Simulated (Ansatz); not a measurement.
Abridged output of a molecular run in Ansatz:

```
Functional definition: HF
  name "HF"
  cite "Fock, Z. Phys. 61, 126 (1930) doi:10.1007/BF01340294"
  parent pbe
  exchange = exact_x
  correlation = 0
890 factors; integrals over basis functions are off by at most 1.4e-3 eV
mean field evaluation 1: about -22659.4365 eV, gradient 2.6e1 eV
mean field evaluation 2: about -22659.5634 eV, gradient 2.6e1 eV
mean field evaluation 4: about -22661.6484 eV, gradient 3.0e0 eV
mean field evaluation 8: about -22661.7108 eV, gradient 1.3e-1 eV
mean field -22661.71091240 eV, -832.8025153714 hartree, gradient 1.3e-6 eV, S^2 0.000000; 0 other end points of the search recorded, 0 dependent functions left out; unrestricted orbitals would lower it
11 core orbitals not correlated: weight in the atoms' cores, before any rotation towards them, 1.000 or more for the frozen orbitals, at most 0.000 for the correlated occupied ones
reference -22661.71091240 eV, -832.8025153714 hartree; 17, 17 occupied and 54, 54 virtual orbitals, 890 factors
second order -14.18173652 eV of doubles, -0.00000000 eV of singles
cycle   1  -14.60360638 eV  change   -4.2e-1 eV  update   9.1e-2
cycle   2  -14.98942425 eV  change   -3.9e-1 eV  update   2.9e-2
cycle   3  -15.07753070 eV  change   -8.8e-2 eV  update   1.4e-2
cycle   4  -15.07739605 eV  change    1.3e-4 eV  update   3.7e-3
cycle   5  -15.07917738 eV  change   -1.8e-3 eV  update   1.4e-3
cycle   6  -15.07892536 eV  change    2.5e-4 eV  update   2.9e-4
cycle   7  -15.07890812 eV  change    1.7e-5 eV  update   1.2e-4
cycle   8  -15.07890517 eV  change    3.0e-6 eV  update   3.5e-5
perturbative correction -0.50888743 eV, -0.0187012680 hartree
Total energy: -22677.29870500 eV, -833.3753561835 hartree
```

Its atoms:

Z-matrix (Å, degrees):
```
C
C 1 1.322
H 1 1.081 2 120.9
H 1 1.083 2 120.3 3 179.9
Cl 2 1.715 1 122.4 3 -180.0
I 2 2.084 1 122.2 3 0.0
```

(1) Which basis set was used?
A. def2-SVP
B. def2-SVPD
C. def2-TZVPP
D. def2-TZVPPD

(2) Write the keys of the input that set method, charge and spin (a neutral closed shell needs none for the last two).

## Answers

(1) A. It gives 82 functions.

(2) 
```yaml
correlation: {method: ccsd_t}
```
